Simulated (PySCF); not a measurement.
**Electron correlation in O⁺ (oxygen, charge +1)**

[He] 2s2 2p3, high-spin 4S determinant. All numbers are calculated (PySCF 2.14, the non-relativistic Hamiltonian (point nucleus), in def2-SVP (3s2p1d, 14 functions)). Frozen: 1s2; 5 electrons correlated.

MP2 pair energies summed by pair of shells (mhartree):

```json
{"pair": "2s-2p", "energy": "-45.31", "share (%)": "65.7"}
{"pair": "2p-2p", "energy": "-16.53", "share (%)": "24.0"}
{"pair": "2s-2s", "energy": "-7.10", "share (%)": "10.3"}
```

Total MP2 correlation energy: -68.93 mhartree.

Same-spin part -19.30 and opposite-spin part -49.63 mhartree; SCS-MP2 scales them by 1/3 and 6/5 to -65.99 mhartree.

```json
{"level": "CCSD", "correlation energy (mhartree)": "-83.87"}
{"level": "(T)", "correlation energy (mhartree)": "-0.57"}
{"level": "CCSD(T)", "correlation energy (mhartree)": "-84.44"}
```

Diagnostics: T1 = 0.0038, D1 = 0.0069, largest double amplitude 0.036.

Is a single reference adequate?

Yes: T1 lies below 0.03 and no double amplitude reaches 0.07.
